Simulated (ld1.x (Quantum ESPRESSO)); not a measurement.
# Sc: excitation energies, all-electron against RRKJ

```
Element                 : scandium (Sc)
Generator               : ld1.x (Quantum ESPRESSO) 7.5
Type                    : norm-conserving RRKJ (Kleinman–Bylander form)
Functional              : PBE
Relativity              : scalar-relativistic
Frozen core             : [Ne]
Valence charge          : 11
Reference configuration : 3s2 3p6 3d1 4s2 4p0
Partial waves           : 3p (bound): rc 1.20 bohr; 3d (bound): rc 2.00 bohr; 3s (bound): rc 1.20 bohr
Local potential         : the s channel
Core correction         : none
```

Occupied shells without a wave of their own: 4s. They enter only through the test configuration that unscreens the potential.

Energies are relative to the spin-unpolarised reference configuration 3s2 3p6 3d1 4s2 4p0; without spin polarisation the order of configurations can differ from experiment.

```tsv
valence configuration	charge	ΔE all-electron (eV)	error AE − PS (meV)
3s2 3p6 3d1 4s1 4p0	+1	6.897	-82
3s2 3p6 3d0 4s0 4p0	+3	44.535	-224
3s2 3p6 3d1 4s0 4p1	+1	10.327	-161
3s2 3p6 3d1 4s1.5 4p0	+0.5	2.754	-35
3s2 3p6 3d0 4s2 4p1	0	3.464	+119
3s2 3p6 3d2 4s1 4p0	0	1.668	-25
```

(1) What are ΔE and the potential's error for 3s2 3p6 3d1 4s0 4p0?

## Answers

(1) ΔE = 19.665 eV all-electron; the error (AE − PS) is -222 meV.

The 4s level has no wave, so the channel is fitted at the deeper level alone: the likely source of the large errors.
